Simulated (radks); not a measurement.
Fe4+, configuration [Ne] 3s2 3p5 3d4 4s1 (not the ground configuration). Method: scalar-relativistic Kohn-Sham, LDA (Slater exchange, Perdew-Zunger correlation), spin-polarised, spherical densities, finite nucleus; open shells are filled with parallel spins first; Fermi nuclear charge, rms radius 3.7377 fm; computed with a radial shooting solver on a logarithmic mesh with Libxc functionals. Some entries of the table are withheld. Estimate them.

| orbital | occ. | eigenvalue (eV) | r(max) (bohr) | <r> (bohr) |
|---|---|---|---|---|
| 1s up | 1 | -7058.939 | 0.03834 | 0.05856 |
| 1s down | 1 | -7058.232 | 0.03834 | 0.05855 |
| 2s up | 1 | -893.6376 | 0.2229 | 0.2676 |
| 2s down | 1 | -890.3054 | 0.2227 | 0.2671 |
| 2p up | 3 | -773.7216 | 0.1798 | 0.2359 |
| 2p down | 3 | -770.8773 | 0.1796 | 0.2353 |
| 3s up | 1 | -164.3853 | 0.6915 | 0.7853 |
| 3s down | 1 | -157.2447 | 0.6933 | 0.7903 |
| 3p up | 3 | -129.9824 | 0.6973 | 0.8127 |
| 3p down | 2 | -122.9846 | 0.7002 | 0.8202 |
| 3d up | 4 | -75.1693 | 0.6542 | 0.8703 |
| 3d down | 0 | -68.3763 | 0.6614 | 0.8904 |
| 4s up | 1 | (1) | 1.828 | 1.988 |
| 4s down | 0 | (2) | 1.860 | 2.041 |

Answer. 
(1) 4s up eigenvalue (eV): -48.5495
(2) 4s down eigenvalue (eV): -45.0076
